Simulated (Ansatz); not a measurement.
Ansatz results at the PBE0-D4/def2-TZVP geometry: LUMO energy (B3LYP/def2-TZVPP) -2.94 eV; size of the dipole moment (PBE/def2-TZVPP) 4.77 D; LUMO energy (PBE/def2-TZVPP) -3.52 eV.

Each molecule was computed in one conformer, which needn't be the lowest.

(1) Which molecule gave them?
A. `CC1=CC(C(F)(F)F)=[O+][Ti-]([OH])([OH])([Cl])[O]1`
B. `CC1=CC(C(F)(F)F)=[O+][Ti-]([OH])([F])([Cl])[O]1`
C. `FC(F)(F)C1=CC(C(F)(F)F)=[O+][Al-]([F])([Cl])[O]1`
D. `[CH3][Zn-]1[O]C(C(F)(F)F)=CC(C(F)(F)F)=[O+]1`

Answers

(1) A. The others give `FC(F)(F)C1=CC(C(F)(F)F)=[O+][Al-]([F])([Cl])[O]1`: -4.06, 3.49, -4.61; `CC1=CC(C(F)(F)F)=[O+][Ti-]([OH])([F])([Cl])[O]1`: -3.21, 6.38, -3.77; `[CH3][Zn-]1[O]C(C(F)(F)F)=CC(C(F)(F)F)=[O+]1`: -3.12, 0.42, -3.71.

B3LYP here is the variant with VWN-RPA as its local correlation; programs differ in this.
